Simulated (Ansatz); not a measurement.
These are Ansatz (an electronic-structure program) with frozen-core CCSD(T)/cc-pVTZ // r2SCAN-D4/def2-TZVP values and carry that method's errors.

Ansatz 0.2 input:
```yaml
crystal:
  periodic: [false, false, false]
  atoms:
    - { symbol: Si, position_ang: [-1.726792, -1.663286, 0.1064] }
    - { symbol: Ga, position_ang: [-0.017277, 0.036372, 0.031637] }
    - { symbol: Si, position_ang: [2.274656, -0.647045, 0.347008] }
    - { symbol: Si, position_ang: [-0.563252, 2.339554, -0.423592] }
    - { symbol: H, position_ang: [-3.00856, -1.257204, -0.532264] }
    - { symbol: H, position_ang: [-1.2778, -2.937706, -0.520422] }
    - { symbol: H, position_ang: [-2.010284, -1.951075, 1.543435] }
    - { symbol: H, position_ang: [3.180678, 0.457684, 0.763059] }
    - { symbol: H, position_ang: [2.39987, -1.747755, 1.342295] }
    - { symbol: H, position_ang: [2.773067, -1.171533, -0.958047] }
    - { symbol: H, position_ang: [-0.396558, 2.552896, -1.891289] }
    - { symbol: H, position_ang: [0.340004, 3.297385, 0.270959] }
    - { symbol: H, position_ang: [-1.967749, 2.691714, -0.07918] }
basis:
  gaussian: { orbitals: cc-pVTZ }
correlation:
  method: ccsd_t
```

Output:

```
Functional definition: HF
1576 factors; integrals over basis functions are off by at most 8.5e-4 eV
mean field evaluation 1: about -76062.9188 eV, gradient 1.8e1 eV
mean field evaluation 2: about -76063.0575 eV, gradient 1.9e1 eV
mean field evaluation 4: about -76065.3411 eV, gradient 3.4e0 eV
mean field evaluation 8: about -76065.3667 eV, gradient 1.2e-1 eV
mean field evaluation 16: about -76064.8914 eV, gradient 6.7e0 eV
mean field -76065.36677710 eV, -2795.3506701011 hartree, gradient 2.9e-6 eV, S^2 0.000000; 0 other end points of the search recorded, 0 dependent functions left out
24 core orbitals not correlated
reference -76065.36677710 eV, -2795.3506701011 hartree; 17, 17 occupied and 230, 230 virtual orbitals, 1576 factors
second order -14.79048031 eV of doubles, -0.00000000 eV of singles
cycle   1  -16.17793859 eV  change    -1.4e0 eV  update   1.2e-1
cycle   2  -16.85039108 eV  change   -6.7e-1 eV  update   3.7e-2
cycle   3  -16.94241004 eV  change   -9.2e-2 eV  update   1.6e-2
cycle   4  -16.93928173 eV  change    3.1e-3 eV  update   4.5e-3
cycle   5  -16.93645985 eV  change    2.8e-3 eV  update   1.3e-3
cycle   6  -16.93567445 eV  change    7.9e-4 eV  update   4.7e-4
cycle   7  -16.93571672 eV  change   -4.2e-5 eV  update   1.4e-4
cycle   8  -16.93577104 eV  change   -5.4e-5 eV  update   5.7e-5
cycle   9  -16.93576999 eV  change    1.1e-6 eV  update   2.4e-5
perturbative correction -0.67205585 eV, -0.0246975970 hartree
Total energy: -76082.97460294 eV, -2795.9977457657 hartree
```

Cost: around 12 core-minutes (rough).
